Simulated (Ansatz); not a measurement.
Reaction (substitution at a C–C bond): `BOCCC` + `C[O][SnH2][SH]` → `C[O][SnH2][S]C` + `BOCC`

Isolated molecules relaxed with PBE0-D4/def2-TZVP in Ansatz; ΔE leaves out vibrations. CBS: MP2 limit from def2 TZ/QZ plus the TZ coupled-cluster correction, frozen cores. Functionals use def2-TZVPP. B3LYP here is the variant with VWN-RPA as its local correlation; programs differ in this. Elements past krypton have def2 core potentials. For Sn outer-core shells are correlated without core-valence functions, which leaves a few kJ/mol of doubt a bond. One conformer a species, not always the lowest.

`BOCCC`:

```xyz
14

B     2.522    0.391   -0.710
O     1.692   -0.298    0.082
C     0.425    0.208    0.474
C    -0.689   -0.619   -0.128
C    -2.055   -0.148    0.339
H     3.560   -0.132   -0.997
H     2.214    1.486   -1.104
H     0.336    1.258    0.172
H     0.382    0.161    1.567
H    -0.532   -1.667    0.142
H    -0.620   -0.562   -1.219
H    -2.234    0.894    0.060
H    -2.851   -0.750   -0.103
H    -2.150   -0.221    1.426
```

`C[O][SnH2][SH]`:

```xyz
10

C     0.912    1.478   -0.376
O    -0.288    0.752   -0.442
Sn   -0.271   -1.173   -0.048
S    -2.521   -1.736    0.497
H     0.671    2.544   -0.420
H     1.584    1.253   -1.216
H     1.469    1.302    0.557
H     0.801   -1.365    1.270
H     0.150   -2.046   -1.450
H    -2.508   -1.011    1.628
```

`C[O][SnH2][S]C`:

```xyz
13

C     2.207    0.249    0.585
O     0.998    0.798    0.131
Sn    0.066   -0.014   -1.403
S    -2.212    0.534   -1.028
C    -2.379   -0.128    0.659
H     3.050    0.496   -0.075
H     2.425    0.664    1.574
H     2.169   -0.846    0.685
H     0.389   -1.691   -1.260
H     0.595    0.689   -2.863
H    -1.638    0.314    1.323
H    -2.295   -1.215    0.670
H    -3.375    0.150    1.001
```

`BOCC`:

```xyz
11

B    -0.320   -1.254   -1.483
O    -0.209   -1.028   -0.168
C    -0.500    0.237    0.411
C     0.748    0.836    1.009
H    -0.039   -2.351   -1.871
H    -0.687   -0.376   -2.220
H    -0.931    0.897   -0.349
H    -1.254    0.068    1.185
H     1.187    0.159    1.744
H     1.494    1.033    0.235
H     0.512    1.780    1.506
```

```csv
level,ΔE (kJ/mol),difference from CCSD(T)/CBS
PBE-D4,9.5,-4.3
r2SCAN-D4,12.5,-1.3
PBE0-D4,12.6,-1.2
B3LYP-D4,10.5,-3.3
ωB97X-V,14.4,0.6
ωB97M-V,14.3,0.5
B2PLYP,13.8,0.0
PBE,11.5,-2.3
r2SCAN,13.0,-0.8
PBE0,14.4,0.6
B3LYP,13.8,0.0
HF/def2-TZVPP,19.6,5.8
MP2/def2-TZVPP,14.2,0.4
SCS-MP2/def2-TZVPP,14.8,1.0
CCSD/def2-TZVPP,18.3,4.5
CCSD(T)/def2-TZVPP,16.6,2.8
HF/def2-QZVPP,19.8,6.0
MP2/def2-QZVPP,12.7,-1.1
SCS-MP2/def2-QZVPP,13.4,-0.4
HF/CBS(def2),19.8,6.0
MP2/CBS(def2),11.4,-2.4
CCSD/CBS(def2),15.6,1.8
CCSD(T)/CBS,13.8,0
```

Largest T1 diagnostic among the species: 0.013.

The D4 term adds −3.3 kJ/mol with B3LYP and −1.8 kJ/mol with PBE0; it sums over pairs of atoms, weighted by their polarisabilities, and B3LYP, whose exchange is more repulsive, gets the larger term. In def2-TZVPP, CCSD(T) changes the Hartree–Fock value by −3.0 kJ/mol (the triples alone add −1.7 kJ/mol) and MP2 by −5.4 kJ/mol.
